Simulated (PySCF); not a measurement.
Level of theory: PBE0-D3(BJ)/def2-TZVP run with PySCF 2.14.0. Isolated molecules, 0 K electronic values unless said otherwise. One relaxed conformer stands for a flexible species; it need not be the lowest. Excitations are Tamm–Dancoff values on a coarser integration grid. The basis has no diffuse functions, so Rydberg states are missing or too high.

Reference species (SMILES): `O[Si]([SiH3])([SiH3])[SiH3]` (H–O–Si–Si torsion 60°) (neutral, multiplicity 1).

```yaml
LUMO: -1.04 eV
HOMO–LUMO gap: 6.42 eV
T1 excitation (TDA): 4.54 eV
```

Changed species: `O[SiH2][SiH2][SiH2][SiH3]`.

Task: Predict the effect on the LUMO, HOMO–LUMO gap and T1 excitation (TDA).

Result: the LUMO rises by 0.44 eV, to -0.60 eV; the HOMO–LUMO gap rises by 0.74 eV, to 7.16 eV; the T1 excitation (TDA) increases by 0.78 eV, to 5.32 eV.
